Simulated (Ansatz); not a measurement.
Mn₂O₄⁺, relaxed as a doublet with UKS PBE-D4/def2-SVP in Ansatz, starting from the GFN2-xTB geometry. Force threshold 0.02 eV/Å.

The charge 1 doublet is spin-contaminated (final ⟨S²⟩ up to 1.98, 0.75 for a pure state). The relaxation made no stability test and no search for a lower SCF solution. No other spin state of charge 1 was run. The structure comes from a short search, and lower isomers may exist.

Start:

```
atom   x (Å)   y (Å)   z (Å)
 Mn1  -1.475   0.606  -0.115
 Mn2   1.475  -0.606   0.116
  O3   2.867  -0.940   0.330
  O4  -2.866   0.940  -0.330
  O5   0.123   0.608   0.302
  O6  -0.123  -0.608  -0.302
```

```csv
step,energy (eV),largest force component (eV/Å),SCF passes
1,-70780.6670,9.912,129
2,-70782.7904,4.020,65
3,-70783.6962,2.457,78
4,-70783.8104,1.705,72
5,-70783.9799,0.776,66
6,-70784.0357,1.058,62
7,-70784.1076,0.659,67
8,-70784.1236,0.749,54
9,-70784.2014,0.614,57
10,-70784.2473,1.361,57
11,-70784.3092,0.781,62
13,-70784.3955,1.283,52
15,-70785.8450,2.375,73
17,-70787.1962,1.505,54
19 (rejected),-70787.3782,0.512,54
21,-70787.4524,0.194,46
23,-70787.4599,0.097,41
25 (rejected),-70787.4361,1.330,49
27,-70787.4646,0.472,40
29 (rejected),-70787.4493,0.468,56
31,-70787.4816,0.264,51
33 (rejected),-70787.4854,0.472,49
35,-70787.4894,0.156,51
37,-70787.4908,0.019,37
```

Force components are those of the run's own axes.

End:

```xyz
6

Mn   -1.0663    0.4179   -0.4304
Mn    1.1984   -0.4149   -0.1666
O     1.9660   -0.7979    1.1187
O    -2.1948    0.7395    0.5454
O     0.4692    1.2034   -0.4344
O    -0.3725   -1.1481   -0.6327
```

Bonds lost: O5–O6 (atoms count from 1). The end is the same structure that another start reached, the lowest one found.

No frequencies were taken in this run, so the end may be a saddle point.

Hardware: 4 threads of Arm Neoverse V2 on a shared host. Wall time 1.7 min.
